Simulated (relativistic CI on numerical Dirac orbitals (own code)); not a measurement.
A reference radial Dirac CI calculation of Ce III gave the lowest total energy -8848.17946 Ha in 36 SCF steps, from this input:

```
atom Ce  Z=58  charge=2  electrons=56
nucleus A=140  rms_radius_fm=4.8771
hamiltonian dirac-coulomb  breit=on  qed=on  c_scale=1
orbitals kli  potential=per-configuration
slater_scale 1
correlation none
mixing on
grid step=0.0125 r_max=86.5
scf mixing=0.4 start=green max_iterations=150 tolerance=2e-08 node_fill=0.05
configurations
  [Xe] 4f2
  [Xe] 4f 6s
  [Xe] 5d2
end
```

One setting was then changed (and the iteration limit cut to 69), and the output read:

```
SCF 1: [Xe] 4f2
 iter      energy (Ha)   residual   last orbital (Ha)
    1     -8848.274686   1.68e+00     -1.93931
    2     -8859.152379   6.34e-01     -1.46683
    3     -8860.300461   2.05e-01     -1.39675
    4     -8860.444333   6.70e-02     -1.41888
    5     -8860.451127   1.31e-02     -1.41938
    6     -8860.450249   2.61e-03     -1.42459
    7     -8860.449728   5.73e-04     -1.42687
    8     -8860.449791   6.87e-05     -1.42744
    9     -8860.449786   2.15e-05     -1.42743
   10     -8860.449783   1.41e-06     -1.42744
   11     -8860.449783   2.70e-08     -1.42744
   12     -8860.449783   1.56e-08     -1.42744
SCF 2: [Xe] 4f 6s
 iter      energy (Ha)   residual   last orbital (Ha)
    1     -8850.033384   1.62e+00     -0.75869
    2     -8859.084628   6.52e-01     -0.66001
    3     -8860.344513   1.80e-01     -0.62795
    4     -8860.446808   4.83e-02     -0.62905
    5     -8860.447467   3.37e-02     -0.62776
    6     -8860.446284   4.73e-03     -0.62295
    7     -8860.446626   2.71e-04     -0.62339
    8     -8860.446675   3.38e-04     -0.62343
    9     -8860.446657   1.42e-05     -0.62337
   10     -8860.446656   1.67e-06     -0.62337
   11     -8860.446656   7.05e-08     -0.62337
   12     -8860.446656   7.89e-08     -0.62337
   13     -8860.446656   3.21e-10     -0.62337
SCF 3: [Xe] 5d2
 iter      energy (Ha)   residual   last orbital (Ha)
    1     -8850.868090   1.57e+00     -0.96104
    2     -8858.983468   6.50e-01     -0.75439
    3     -8860.268742   1.76e-01     -0.71278
    4     -8860.355090   1.61e-02     -0.73832
    5     -8860.354226   1.22e-02     -0.72743
    6     -8860.355020   2.15e-03     -0.73018
    7     -8860.355160   1.30e-04     -0.73152
    8     -8860.355156   2.93e-05     -0.73148
    9     -8860.355156   1.42e-06     -0.73146
   10     -8860.355156   2.69e-07     -0.73146
   11     -8860.355156   5.37e-09     -0.73146
orbital energies (Ha): 4p3/2 -7.9838  4d3/2 -4.5809  4d5/2 -4.4629  5s -2.0681  5p1/2 -1.5205  5p3/2 -1.4274  4f5/2 -0.7145  4f7/2 -0.7040
configuration averages (Ha): Dirac-Coulomb, Breit, QED
  4f2                          -8860.449783    7.386539    4.927746
  4f 6s                        -8860.446656    7.390204    4.928580
  5d2                          -8860.355156    7.393744    4.928621
levels: no., configuration, term, J, E (cm-1), weight
   1 4f2                    1S   0                0.0  0.86
   2 4f2                    3P   0            29851.4  0.93
   3 4f2                    3P   1            30014.6  0.93
   4 4f2                    3P   2            30312.7  0.89
   5 4f2                    1I   6            34773.5  1.00
   6 4f2                    1D   2            35836.9  0.87
   7 4f2                    1G   4            46489.1  0.78
   8 4f 6s                  1F*  3            46678.3  0.65
   9 4f 6s                  3F*  2            47204.1  1.00
  10 4f2                    3F   2            47782.9  0.95
  11 4f2                    3F   3            48410.1  0.96
  12 4f 6s                  3F*  3            48907.0  0.65
  13 4f 6s                  3F*  4            49357.5  1.00
  14 4f2                    3F   4            49698.7  0.87
lowest total energy -8848.347446 Ha
end: converged
```

Problem. Which setting was changed?
A. QED terms
B. Slater scale
C. SCF mixing
D. Breit term

Solution. B. The Slater scale -1. This setting is bad on purpose; its numbers may not be properties of the ion.
